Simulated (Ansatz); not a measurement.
Reactions of `[SiH3]S[SiH2]S`.

Calculated with Ansatz (gas phase, PBE0-D4/def2-TZVP geometries, no zero-point term in ΔE). CBS: MP2 limit from def2 TZ/QZ plus the TZ coupled-cluster correction, frozen cores. This one scheme is used for every species, atoms too. Open shells (•) are unrestricted, without spin–orbit coupling. Spin–orbit coupling would lower the free atoms: a little for S, Si. Bonds to Ga are less sure, by a few kJ/mol each and by 10 to 20 or more in all where they break to atoms, as the def2 sets lack core-valence functions. Scalar relativity is left out up to krypton. Each species was taken in one conformer, which may not be the lowest.

Q: Order these by ΔE at CCSD(T)/CBS, lowest first. (Best estimate.)
A. `[SiH3]S[SiH2]S` + `[OH][Ga]([Cl])[Cl]` → `[SiH3][O][Ga]([Cl])[Cl]` + `S[SiH2]S`
B. `[SiH3]S[SiH2]S` + `[AlH3]` → `[AlH2][SiH2]S` + `[SiH3]S`
C. `[SiH3]S[SiH2]S` → `[SiH3][S]`• + `[SiH2]S`•
D. `[SiH3]S[SiH2]S` + `NBO` → `NBO[SiH3]` + `S[SiH2]S`
E. `[SiH3]S[SiH2]S` → `[SiH3]SS` + `[SiH2]`
F. `[SiH3]S[SiH2]S` → 6 H• + 2 S• + 2 Si•
G. `[SiH3]S[SiH2]S` → `S[SiH2]S` + `[SiH2]`
H. `[SiH3]S[SiH2]S` + `SS` → `[SiH3]SS` + `S[SiH2]S`

A: A (-33.3 kJ/mol), D (-24.5 kJ/mol), H (+7.1 kJ/mol), B (+63.4 kJ/mol), G (+300.1 kJ/mol), C (+387.1 kJ/mol), E (+402.2 kJ/mol), F (+3002.6 kJ/mol).

Largest T1 diagnostic: 0.016, for `[SiH2]S`•.
